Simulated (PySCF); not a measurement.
C4H5BO2, SMILES B(C#C)(O)OC=C.

Coordinates come from a TPSSh-D3(BJ)/def2-SVP optimisation. The structure was generated by enumeration, and PubChem lists no compound with its InChIKey, so it may never have been made. Other conformers were not sampled.

The numbers are results of PySCF with TPSSh-D3(BJ)/def2-SVP, not measurements.

Frequencies are harmonic and unscaled.

```json
[
 {"mode": "1", "ν (cm⁻¹)": "47", "IR (km/mol)": "0.1", "Raman (Å⁴/amu)": "2.3", "depolarisation": "0.75", "moving atoms (share of kinetic energy)": "C 51 %, H 26 %, O 21 %"},
 {"mode": "2", "ν (cm⁻¹)": "129", "IR (km/mol)": "1.2", "Raman (Å⁴/amu)": "4.3", "depolarisation": "0.73", "moving atoms (share of kinetic energy)": "C 51 %, O 21 %, H 18 %, B 10 %"},
 {"mode": "3", "ν (cm⁻¹)": "134", "IR (km/mol)": "8.6", "Raman (Å⁴/amu)": "2.9", "depolarisation": "0.75", "moving atoms (share of kinetic energy)": "H 37 %, O 31 %, C 26 %"},
 {"mode": "4", "ν (cm⁻¹)": "224", "IR (km/mol)": "1.4", "Raman (Å⁴/amu)": "4.4", "depolarisation": "0.64", "moving atoms (share of kinetic energy)": "O 46 %, C 39 %, H 14 %"},
 {"mode": "5", "ν (cm⁻¹)": "266", "IR (km/mol)": "0.5", "Raman (Å⁴/amu)": "10.6", "depolarisation": "0.75", "moving atoms (share of kinetic energy)": "C 63 %, O 17 %, H 16 %"},
 {"mode": "6", "ν (cm⁻¹)": "364", "IR (km/mol)": "3.5", "Raman (Å⁴/amu)": "4.5", "depolarisation": "0.49", "moving atoms (share of kinetic energy)": "C 56 %, O 21 %, H 17 %"},
 {"mode": "7", "ν (cm⁻¹)": "486", "IR (km/mol)": "18.5", "Raman (Å⁴/amu)": "7.1", "depolarisation": "0.68", "moving atoms (share of kinetic energy)": "C 71 %, O 16 %, H 11 %"},
 {"mode": "8", "ν (cm⁻¹)": "561", "IR (km/mol)": "2.5", "Raman (Å⁴/amu)": "1.9", "depolarisation": "0.29", "moving atoms (share of kinetic energy)": "C 45 %, H 31 %, O 24 %"},
 {"mode": "9", "ν (cm⁻¹)": "562", "IR (km/mol)": "79.6", "Raman (Å⁴/amu)": "2.2", "depolarisation": "0.75", "moving atoms (share of kinetic energy)": "H 89 %, O 9 %"},
 {"mode": "10", "ν (cm⁻¹)": "654", "IR (km/mol)": "62.0", "Raman (Å⁴/amu)": "2.9", "depolarisation": "0.75", "moving atoms (share of kinetic energy)": "B 71 %, C 16 %, O 9 %"},
 {"mode": "11", "ν (cm⁻¹)": "710", "IR (km/mol)": "34.5", "Raman (Å⁴/amu)": "1.8", "depolarisation": "0.74", "moving atoms (share of kinetic energy)": "H 77 %, C 23 %"},
 {"mode": "12", "ν (cm⁻¹)": "733", "IR (km/mol)": "0.7", "Raman (Å⁴/amu)": "7.8", "depolarisation": "0.75", "moving atoms (share of kinetic energy)": "H 60 %, C 29 %, O 10 %"},
 {"mode": "13", "ν (cm⁻¹)": "734", "IR (km/mol)": "11.1", "Raman (Å⁴/amu)": "3.2", "depolarisation": "0.04", "moving atoms (share of kinetic energy)": "O 71 %, C 19 %"},
 {"mode": "14", "ν (cm⁻¹)": "743", "IR (km/mol)": "34.5", "Raman (Å⁴/amu)": "2.4", "depolarisation": "0.75", "moving atoms (share of kinetic energy)": "H 76 %, C 24 %"},
 {"mode": "15", "ν (cm⁻¹)": "891", "IR (km/mol)": "46.5", "Raman (Å⁴/amu)": "3.4", "depolarisation": "0.75", "moving atoms (share of kinetic energy)": "H 70 %, C 30 %"},
 {"mode": "16", "ν (cm⁻¹)": "928", "IR (km/mol)": "66.3", "Raman (Å⁴/amu)": "2.7", "depolarisation": "0.31", "moving atoms (share of kinetic energy)": "H 47 %, C 21 %, O 19 %, B 13 %"},
 {"mode": "17", "ν (cm⁻¹)": "1004", "IR (km/mol)": "22.6", "Raman (Å⁴/amu)": "1.3", "depolarisation": "0.75", "moving atoms (share of kinetic energy)": "H 90 %, C 10 %"},
 {"mode": "18", "ν (cm⁻¹)": "1010", "IR (km/mol)": "54.9", "Raman (Å⁴/amu)": "2.7", "depolarisation": "0.56", "moving atoms (share of kinetic energy)": "H 71 %, O 18 %, C 10 %"},
 {"mode": "19", "ν (cm⁻¹)": "1202", "IR (km/mol)": "13.9", "Raman (Å⁴/amu)": "2.0", "depolarisation": "0.21", "moving atoms (share of kinetic energy)": "C 44 %, H 29 %, B 16 %, O 11 %"},
 {"mode": "20", "ν (cm⁻¹)": "1302", "IR (km/mol)": "499.7", "Raman (Å⁴/amu)": "43.6", "depolarisation": "0.38", "moving atoms (share of kinetic energy)": "B 50 %, O 23 %, H 17 %, C 9 %"},
 {"mode": "21", "ν (cm⁻¹)": "1359", "IR (km/mol)": "78.8", "Raman (Å⁴/amu)": "22.0", "depolarisation": "0.30", "moving atoms (share of kinetic energy)": "H 61 %, B 23 %"},
 {"mode": "22", "ν (cm⁻¹)": "1406", "IR (km/mol)": "215.9", "Raman (Å⁴/amu)": "46.2", "depolarisation": "0.32", "moving atoms (share of kinetic energy)": "H 65 %, C 16 %, O 10 %, B 8 %"},
 {"mode": "23", "ν (cm⁻¹)": "1465", "IR (km/mol)": "417.6", "Raman (Å⁴/amu)": "15.8", "depolarisation": "0.30", "moving atoms (share of kinetic energy)": "B 40 %, H 34 %, O 24 %"},
 {"mode": "24", "ν (cm⁻¹)": "1697", "IR (km/mol)": "123.3", "Raman (Å⁴/amu)": "101.9", "depolarisation": "0.20", "moving atoms (share of kinetic energy)": "C 84 %, H 15 %"},
 {"mode": "25", "ν (cm⁻¹)": "2168", "IR (km/mol)": "62.0", "Raman (Å⁴/amu)": "309.3", "depolarisation": "0.27", "moving atoms (share of kinetic energy)": "C 89 %, H 9 %"},
 {"mode": "26", "ν (cm⁻¹)": "3172", "IR (km/mol)": "0.4", "Raman (Å⁴/amu)": "81.9", "depolarisation": "0.31", "moving atoms (share of kinetic energy)": "H 95 %"},
 {"mode": "27", "ν (cm⁻¹)": "3195", "IR (km/mol)": "25.8", "Raman (Å⁴/amu)": "163.1", "depolarisation": "0.20", "moving atoms (share of kinetic energy)": "H 91 %, C 9 %"},
 {"mode": "28", "ν (cm⁻¹)": "3288", "IR (km/mol)": "1.4", "Raman (Å⁴/amu)": "55.8", "depolarisation": "0.72", "moving atoms (share of kinetic energy)": "H 89 %, C 11 %"},
 {"mode": "29", "ν (cm⁻¹)": "3460", "IR (km/mol)": "43.7", "Raman (Å⁴/amu)": "34.0", "depolarisation": "0.25", "moving atoms (share of kinetic energy)": "H 86 %, C 14 %"},
 {"mode": "30", "ν (cm⁻¹)": "3820", "IR (km/mol)": "80.8", "Raman (Å⁴/amu)": "82.4", "depolarisation": "0.30", "moving atoms (share of kinetic energy)": "H 94 %"}
]
```
